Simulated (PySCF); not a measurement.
Radial density of As⁺ (arsenic, charge +1)

M06-2X, [Ar] 3d10 4s2 4p2, high-spin 3P determinant. Calculation: PySCF 2.14, in jorge-DZP-DKH; scalar relativity by spin-free X2C-1e.

```
r (bohr)  4πr²ρ (e/bohr)  4πr²(ρα − ρβ)
0.000751          0.3042         0.0000
 0.00126          0.7400         0.0000
 0.00212           1.782         0.0000
 0.00357           4.174         0.0001
 0.00601           9.238         0.0002
  0.0101           18.53         0.0005
  0.0170           31.46         0.0017
  0.0286           40.48         0.0069
  0.0481           36.36         0.0254
  0.0809           34.71         0.0622
   0.136           47.42         0.0531
   0.229           32.22        -0.0169
   0.385           27.31         0.1336
   0.648           25.50         0.0353
    1.09           6.602         0.3119
    1.83           2.548         1.0418
    3.08          0.7054         0.4353
    5.18         0.03313         0.0290
```

Densities and radii are taken from the X2C orbitals without a picture-change correction, which distorts them close to the nucleus.

(1) Where is the radial spin density 4πr²(ρα − ρβ) most negative, and why is it negative at all?

Answers

(1) Around r = 0.229 bohr, down to -0.0169 e/bohr: exchange with the open shell polarises the paired shells in an unrestricted calculation.
